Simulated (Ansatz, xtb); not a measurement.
## Relative energy of two isomers of C5H9NO

Structure I is `[H]/N=C(/O)CC(=C)C`, a singlet and structure II is `C=C(C)CC(N)=O`, a singlet. Both are isolated molecules in the gas phase, relaxed with r2SCAN-D4/def2-SVP; each stands in its lowest conformer found.

**Question.** Which of the two would you expect CCSD(T)/def2-SVP + ΔMP2/def2-TZVPP electronic energies to favour?

**Answer.** Structure II; the calculation gives E(II) − E(I) = −10.5 kcal/mol.

Level by level:

```csv
level,geometry,E(II) − E(I) (kcal/mol),departure from the last row (kcal/mol),"job, with rough time for the two"
r2SCAN-D4/def2-SVP,r2SCAN-D4/def2-SVP,−14.6,−4.1,"optimisation, 4.1 min"
HF/def2-SVP,r2SCAN-D4/def2-SVP,−14.3,−3.8,part of the CCSD(T) run
MP2/def2-SVP,r2SCAN-D4/def2-SVP,−13.3,−2.8,part of the CCSD(T) run
CCSD(T)/def2-SVP,r2SCAN-D4/def2-SVP,−12.3,−1.7,single point
CCSD(T)/def2-SVP + ΔMP2/def2-TZVPP,r2SCAN-D4/def2-SVP,−10.5,,"single point, 3.8 min"
```

As drawn, II has 1 C–N, 1 C=O, 1 N–H in place of 1 C=N, 1 C–O, 1 O–H.

The levels shown agree on the order. The largest departure from CCSD(T)/def2-SVP + ΔMP2/def2-TZVPP is that of r2SCAN-D4/def2-SVP, 4.1 kcal/mol. Levels run at GFN2-xTB geometries aren't shown. The last row adds to CCSD(T) the change of the MP2 difference between the two basis sets, here +1.7 kcal/mol.

With thermal terms from frequencies at re-optimised GFN2-xTB minima (ideal gas, soft modes damped towards free rotors, one conformer each, 298.15 K, 1 atm): the zero-point term adds −0.2 kcal/mol; ΔH is −10.5 and ΔG −10.8 kcal/mol.

The correlated steps freeze 7 core orbitals. Run with Ansatz 0.2.0, xtb 6.7.1; the last row on 2 threads of Intel(R) Xeon(R) Processor @ 2.50GHz (Skylake/Cascade Lake) on a shared host.
